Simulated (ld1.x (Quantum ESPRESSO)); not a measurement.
# Before and after: PAW potential for chromium (Cr)

chromium, PAW, made with ld1.x (Quantum ESPRESSO) 7.5 (PBE, scalar-relativistic). Core [Ar], reference 3d5 4s0.5 4p0.5. Waves: 4s (bound): rcut 2.25, rcutus 2.50 bohr; 4s channel at 0.8 Ry: rcut 2.25, rcutus 2.50 bohr; 4p (bound): rcut 3.15, rcutus 3.35 bohr; 4p channel at 1.65 Ry: rcut 3.15, rcutus 3.35 bohr; 3d (bound): rcut 0.95, rcutus 1.05 bohr; 3d channel at 3.55 Ry: rcut 0.95, rcutus 1.05 bohr; 4f channel at 0.3 Ry: rcut 3.30, rcutus 3.50 bohr; 4f channel at 2 Ry: rcut 3.30, rcutus 3.50 bohr. Local part: all-electron potential smoothed inside 1.65 bohr (lloc = -1). Core correction: Bessel-smoothed model core inside 0.80 bohr. Augmentation charge: PSQ, inside the norm-conserving radii.

Change: reference 3d5 4s1 4p0.

Cutoffs: the cutoffs (Ry, on a coarse ladder) from which the occupation-weighted sum of valence levels, in a spherical-Bessel basis at the reference potential, stays within 10 and 1 mRy of its value at 400 Ry; they do not see the model core or the augmentation charge, which bear on the density cutoff. Errors are all-electron minus pseudo energies relative to the spin-unpolarised reference configuration.

Q: What does the change do?

A: The potential gets neither clearly harder nor softer (90 Ry and 160 Ry → 90 Ry and 160 Ry); the range in which the p phases agree narrows (upper end 3.5 → 2.3); neither file shows a bound ghost at the reference potential, the only one tested.

```tsv
quantity	base	changed
cutoff, loose	90 Ry	90 Ry
cutoff, tight	160 Ry	160 Ry
bound ghosts	none	none
largest error over its own tests, meV	-3306	-3246
s: phases at 3.82 bohr within 0.05 rad from the reference energy up to (Ry; the scan ends near 5)	to the end of the scan	to the end of the scan
p: phases at 3.82 bohr within 0.05 rad from the reference energy up to (Ry; the scan ends near 5)	3.5	2.3
d: phases at 3.82 bohr within 0.05 rad from the reference energy up to (Ry; the scan ends near 5)	to the end of the scan	to the end of the scan
f: phases at 3.82 bohr within 0.05 rad from the reference energy up to (Ry; the scan ends near 5)	2.9	3.1
lowest overlap eigenvalue by channel	s 0.36, p 0.52, d 0.98, f 0.86	s 0.36, p 0.52, d 0.98, f 0.82
```

Changed file: These tests converged, but a pseudo level misses the all-electron one widely, so the file describes the atom poorly there or has found another state: 3d4 4s1 4p1: 3d by 1.7 eV (a node warning on the way).
